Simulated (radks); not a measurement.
Effect of the nuclear size on neutral sulfur, [Ne] 3s2 3p4. Method: Dirac Kohn-Sham, LDA (Slater exchange, Perdew-Wang correlation), spin-unpolarised, spherical densities, finite nucleus; open shells are shared between the two j in proportion to 2j + 1; Fermi nuclear charge, rms radius 3.2611 fm; computed with a radial shooting solver on a logarithmic mesh with Libxc functionals. The rms radius is varied about that value; shifts are against it.

| rms radius (fm) | total energy shift (eV) | density at nucleus (e/bohr^3) | 1s1/2 shift (meV) | 2s1/2 shift (meV) |
|---|---|---|---|---|
| 2.6448 | -0.00346 | 2933 | -1.45 | -0.102 |
| 3.0035 | -0.00153 | 2927 | -0.643 | -0.045 |
| 3.2611 | 0 | 2922 | 0.000 | 0.000 |
| 3.3948 | 0.000844 | 2920 | 0.354 | 0.025 |
| 3.7144 | 0.00299 | 2916 | 1.26 | 0.089 |

Slopes of the eigenvalues against <r^2> in GHz/fm^2, as finite differences over the two radii next to the reference (eigenvalue slopes, not the field-shift constants of lines): 1s1/2 96.4, 2s1/2 6.79.
